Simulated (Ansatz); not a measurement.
Basis-set series for `O=C1N[SiH]1F`. Total charge 0; spin multiplicity 1. Geometry: relaxed with PBE0-D4/def2-TZVP.

| functional | basis | functions | energy (Eh) | HOMO (eV) | LUMO (eV) |
| --- | --- | --- | --- | --- | --- |
| PBE0-D4 | def2-SVP | 84 | -557.95803 | -7.01 | -0.24 |
| PBE0-D4 | def2-TZVPP | 194 | -558.39099 | -7.15 | -0.67 |
| ωB97M-V | def2-SVP | 84 | -558.26046 | -9.17 | 1.70 |
| ωB97M-V | def2-TZVPP | 194 | -558.70064 | -9.34 | 1.09 |

Task: Give the rows for def2-QZVPP. (Estimate.)

Result: The calculation gave: 
```csv
functional,basis,functions,energy (Eh),HOMO (eV),LUMO (eV)
PBE0-D4,def2-QZVPP,358,-558.41580,-7.19,-0.81
ωB97M-V,def2-QZVPP,358,-558.72365,-9.38,0.77
```

Positive LUMOs are unbound and depend on the basis.

All numbers were calculated with Ansatz.
